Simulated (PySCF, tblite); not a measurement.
Isomers of C5H11FOSi. Computed with GFN2-xTB (tblite): harmonic, unscaled wavenumbers at the GFN2-xTB geometry, gas phase. The method is semi-empirical: single wavenumbers can be off by several per cent or more. Modes of hydrogen on silicon can be 10 to 20 % off. One conformer each.

Electronic energies: PBE0/pcSseg-1 single points on the GFN2-xTB geometries (PySCF, gas phase).

```json
{"SMILES": "CC(C)[SiH2][C@@H](F)C=O", "electronic energy, lowest = 0 (kJ/mol)": "112.6"}
{"SMILES": "C[C@@H]([SiH3])[C@@](C)(F)C=O", "electronic energy, lowest = 0 (kJ/mol)": "109.8"}
{"SMILES": "COC/C(C)=C\\[SiH2]F", "electronic energy, lowest = 0 (kJ/mol)": "0.0"}
{"SMILES": "C[SiH](C)C[C@@H](F)C=O", "electronic energy, lowest = 0 (kJ/mol)": "35.8"}
{"SMILES": "CC[Si@@H](C=O)[C@H](C)F", "electronic energy, lowest = 0 (kJ/mol)": "114.6"}
```

How do GFN2-xTB zero-point energies change the relative energies?

| SMILES | ZPE (kJ/mol) | of it from modes above 1550 cm⁻¹ | electronic (kJ/mol) | with ZPE, lowest = 0 (kJ/mol) | lowest mode (cm⁻¹) | rings |
| --- | --- | --- | --- | --- | --- | --- |
| COC/C(C)=C\[SiH2]F | 387.3 | 197.0 | 0.0 | 0.0 | 59 | 0 |
| C[SiH](C)C[C@@H](F)C=O | 386.2 | 202.9 | 35.8 | 34.7 | 54 | 0 |
| C[C@@H]([SiH3])[C@@](C)(F)C=O | 381.1 | 194.8 | 109.8 | 103.6 | 76 | 0 |
| CC(C)[SiH2][C@@H](F)C=O | 384.6 | 198.2 | 112.6 | 109.9 | 33 | 0 |
| CC[Si@@H](C=O)[C@H](C)F | 388.1 | 201.9 | 114.6 | 115.4 | 33 | 0 |

The zero-point energies span 7.0 kJ/mol, from `C[C@@H]([SiH3])[C@@](C)(F)C=O` to `CC[Si@@H](C=O)[C@H](C)F`. The order is unchanged.

And how do the electronic energies of GFN2-xTB itself compare?

`COC/C(C)=C\[SiH2]F` 0.0; `C[SiH](C)C[C@@H](F)C=O` 192.5; `C[C@@H]([SiH3])[C@@](C)(F)C=O` 136.7; `CC(C)[SiH2][C@@H](F)C=O` 173.8; `CC[Si@@H](C=O)[C@H](C)F` 243.1 kJ/mol, lowest = 0. Against the energies above, taken from the same isomer `COC/C(C)=C\[SiH2]F`, the largest difference is 156.7 kJ/mol.

What do entropy and thermal enthalpy add at 298.15 K and 1 bar (rigid rotor, harmonic oscillator, one conformer each)?

```json
{"SMILES": "COC/C(C)=C\\[SiH2]F", "point group": "C1", "symmetry number": "1", "S (J/(mol K))": "423.4", "H − H(0) (kJ/mol)": "30.94", "ZPE + H − H(0) − TS (kJ/mol)": "292.0"}
{"SMILES": "C[SiH](C)C[C@@H](F)C=O", "point group": "C1", "symmetry number": "1", "S (J/(mol K))": "439.4", "H − H(0) (kJ/mol)": "32.64", "ZPE + H − H(0) − TS (kJ/mol)": "287.9"}
{"SMILES": "C[C@@H]([SiH3])[C@@](C)(F)C=O", "point group": "C1", "symmetry number": "1", "S (J/(mol K))": "407.2", "H − H(0) (kJ/mol)": "29.98", "ZPE + H − H(0) − TS (kJ/mol)": "289.7"}
{"SMILES": "CC(C)[SiH2][C@@H](F)C=O", "point group": "C1", "symmetry number": "1", "S (J/(mol K))": "437.9", "H − H(0) (kJ/mol)": "31.91", "ZPE + H − H(0) − TS (kJ/mol)": "286.0"}
{"SMILES": "CC[Si@@H](C=O)[C@H](C)F", "point group": "C1", "symmetry number": "1", "S (J/(mol K))": "456.1", "H − H(0) (kJ/mol)": "33.39", "ZPE + H − H(0) − TS (kJ/mol)": "285.5"}
```
